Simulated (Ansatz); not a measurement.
Gas-phase electronic energies from Ansatz, PBE0-D4/def2-TZVP geometries. CBS: MP2 limit from def2 TZ/QZ plus the TZ coupled-cluster correction, frozen cores. This one scheme is used for every species. DFT in def2-TZVPP. Each species was taken in one conformer, which may not be the lowest.

`O[SiH](F)[SiH2]Cl` + `N[SiH3]` → `[SiH3]N[SiH2]Cl` + `O[SiH2]F`  (cleavage of the Si–Si bond)

Q: Is it downhill or uphill in electronic energy at CCSD(T)/CBS, and by how much? (Estimate.)

A: The calculation gave: Downhill: ΔE = -0.92 eV.

Q: What do these levels give: r2SCANh-D4, BHLYP-D4, CAM-B3LYP-D4, revPBE, r2SCAN0, RPA@PBE/def2-TZVPP, MP2/def2-SVP, CCSD(T)/def2-SVP, CCSD/def2-TZVPP, CCSD(T)/def2-TZVPP, SCS-MP2/def2-QZVPP, MP2/CBS(def2)? (Best estimate.)

A: Computed: r2SCANh-D4 -0.84, BHLYP-D4 -0.95, CAM-B3LYP-D4 -0.91, revPBE -0.65, r2SCAN0 -0.87, RPA@PBE/def2-TZVPP -0.94, MP2/def2-SVP -1.03, CCSD(T)/def2-SVP -0.95, CCSD/def2-TZVPP -0.95, CCSD(T)/def2-TZVPP -0.94, SCS-MP2/def2-QZVPP -1.02, MP2/CBS(def2) -1.00 eV.

Largest T1 diagnostic among the species: 0.012.

From r2SCAN to r2SCAN0 (25 % exact exchange), in def2-TZVPP and without D4, ΔE moves by −0.05 eV. At CCSD(T), def2-SVP lies −0.04 eV from the extrapolated value and def2-TZVPP −0.02 eV.
